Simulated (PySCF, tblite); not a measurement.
Isomers of C7H10FNSi, one GFN2-xTB conformer each. Single-point energies are computed at PBE0/pcSseg-1 (PySCF, gas phase, no added dispersion term), electronic only.

**Question.** Rank them by PBE0/pcSseg-1 energy, lowest first (kcal/mol).
A. `[CH:1]#[C:2][CH2:3][C@@:4]([F:5])([CH2:6][C:7]#[N:8])[SiH2:9][CH3:10]` with C2–C3–C4–F5 -62°, C3–C4–C6–C7 68°, C3–C4–Si9–C10 -173°
B. `[CH3:1]/[N:2]=[CH:3]/[C:4]#[C:5][CH2:6][Si@@H:7]1[CH2:8][C@H:9]1[F:10]` with C5–C6–Si7–C8 27°
C. `[CH3:1][CH:2]([CH3:3])[C@:4]1([F:5])[SiH2:6][CH:7]=[C:8]1[C:9]#[N:10]` with C1–C2–C4–F5 67°

**Answer.** C (0.0), A (17.5), B (46.2).

As drawn, the lowest has a four-membered ring, a C≡N group and a C=C bond outside aromatic rings, which the highest lacks; the highest has a three-membered ring, a C≡C bond and a C=N bond, which the lowest lacks. GFN2-xTB itself gives, in the same order: 0.0, 17.0, 40.3. Both levels put the same isomer lowest; measured from each level's own lowest isomer, the values differ by up to 5.9 kcal/mol (C/N=C/C#CC[Si@@H]1C[C@H]1F: 40.3 against 46.2).

**Question.** Which frontier levels, dipoles and rotational constants go with these structures?

**Answer.** 
```tsv
SMILES	HOMO (eV, PBE0/pcSseg-1)	LUMO (eV)	dipole (D)	A, B, C (MHz)
CC(C)[C@]1(F)[SiH2]C=C1C#N	-8.30	-2.01	4.61	1386, 1049, 836.2
C#CC[C@@](F)(CC#N)[SiH2]C	-8.14	0.34	2.16	1507, 871.9, 672.2
C/N=C/C#CC[Si@@H]1C[C@H]1F	-6.90	-1.13	2.87	1850, 468.7, 400.4
```

**Question.** What happens when harmonic zero-point energies from GFN2-xTB frequencies are added?

**Answer.** 
| SMILES | ZPE (kcal/mol) | electronic (kcal/mol) | with ZPE (kcal/mol) |
| --- | --- | --- | --- |
| CC(C)[C@]1(F)[SiH2]C=C1C#N | 92.9 | 0.0 | 0.0 |
| C#CC[C@@](F)(CC#N)[SiH2]C | 90.5 | 17.5 | 15.0 |
| C/N=C/C#CC[Si@@H]1C[C@H]1F | 92.2 | 46.2 | 45.5 |

The zero-point energies span 2.4 kcal/mol. The order is unchanged.
